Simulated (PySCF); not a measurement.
# SMILES FC(F)(F)[C@H]1C[Si@@H]1Br, C3H4BrF3Si

Geometry (Å), atoms numbered from 1 in this order:
```xyz
12

F     2.476   -0.134    0.203
C     1.262   -0.604    0.545
F     1.054   -1.686   -0.237
F     1.384   -1.075    1.800
C     0.173    0.395    0.416
C    -0.209    0.741   -1.048
Si   -1.517   -0.240   -0.133
Br   -3.191    0.943    0.677
H     0.323    1.225    1.096
H    -0.347    1.795   -1.246
H     0.406    0.274   -1.804
H    -1.813   -1.636   -0.294
```

Method used: TDDFT wB97X-D/def2-SVPD circular dichroism and optical rotation, one conformer, gas phase (PySCF). Geometry: GFN2-xTB.

The calculation is non-relativistic, which matters for the atoms heavier than Zn.

Stereocentres: C5 S, Si7 S.

(1) What is the specific rotation at 633, 589.3, 546, 436, 405, 365, 355 nm?

(2) And for the mirror image at 589.3 nm?

(3) What is the molar rotation [Φ] = [α]·M/100 of the geometry above at 589.3 nm?

Answers

(1) [α] in deg dm⁻¹ (g/mL)⁻¹:
```tsv
λ (nm)	origin-invariant length gauge	modified velocity gauge	length gauge (centre of mass)	isotropic polarisability (au)
633	+40.7	+37.7	+41.9	85.2
589.3	+47.6	+44.1	+49.0	85.5
546	+56.6	+52.3	+58.2	85.9
436	+95.7	+87.9	+98.7	87.7
405	+114.6	+104.9	+118.2	88.5
365	+148.9	+135.3	+153.9	89.9
355	+160.0	+145.0	+165.4	90.4
```

(2) -47.6 deg dm⁻¹ (g/mL)⁻¹ (origin-invariant length gauge): the same size and the opposite sign.

(3) With M = 205.05 g/mol, +97.7 deg cm² dmol⁻¹ (origin-invariant length gauge).

The first excitation lies at 5.98 eV (207 nm) with R = -18.4 × 10⁻⁴⁰ esu² cm² (velocity form).
